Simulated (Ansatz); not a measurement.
Program: Ansatz. Geometries: PBE0-D4/def2-TZVP. ΔE: electronic, gas phase. CCSD(T)/CBS adds triple-zeta CCSD(T) − MP2 to the extrapolated MP2 energy (def2 sets, frozen cores). This one scheme is used for every species. Double bonds are as drawn, so ΔE can hold a change between cis and trans. Functionals use def2-TZVPP. B3LYP here is the variant with VWN-RPA as its local correlation; programs differ in this. One conformer a species, not always the lowest.

`C/C([SiH3])=C\N` + H₂ → `C/C=C/N` + SiH₄  (hydrogenolysis of a C–Si bond)

Problem. Is it downhill or uphill in electronic energy at CCSD(T)/CBS, and by how much? (Best estimate.)

Solution. Computed: Downhill: ΔE = -0.09 eV.

Problem. What do these levels give: PBE0-D4, ωB97X-V, PBE0, B3LYP, HF/def2-TZVPP, HF/def2-QZVPP? (An estimate is asked.)

Solution. Computed: PBE0-D4 -0.08, ωB97X-V -0.13, PBE0 -0.16, B3LYP -0.25, HF/def2-TZVPP -0.42, HF/def2-QZVPP -0.42 eV.

Largest T1 diagnostic among the species: 0.012.

The D4 term adds +0.15 eV with B3LYP and +0.08 eV with PBE0; it sums over pairs of atoms, weighted by their polarisabilities, and B3LYP, whose exchange is more repulsive, gets the larger term. In def2-TZVPP, CCSD(T) changes the Hartree–Fock value by +0.30 eV (the triples alone add +0.07 eV) and MP2 by +0.41 eV.
